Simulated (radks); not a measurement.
Q: Species: neutral zinc. Configuration: [Ar] 3d10 4s2. Method: Dirac Kohn-Sham, LDA (Slater exchange, Perdew-Wang correlation), spin-unpolarised, spherical densities, point nucleus; computed with a radial shooting solver on a logarithmic mesh with Libxc functionals.

Spin-orbit splittings of the eigenvalues, e(l+1/2) - e(l-1/2), with zeta = 2 splitting/(2l+1) and mean radii in bohr:

| shell | occ. | splitting (eV) | zeta (eV) | <r> j=l-1/2 | <r> j=l+1/2 |
|---|---|---|---|---|---|
| 2p | 6 | ? | ? | 0.1961 | 0.1995 |
| 3p | 6 | 3.079 | 2.052 | 0.7067 | 0.7177 |
| 3d | 10 | 0.3580 | 0.1432 | 0.9068 | 0.9155 |

Estimate the 2p splitting.

A: 23.82 eV (zeta = 15.88 eV).
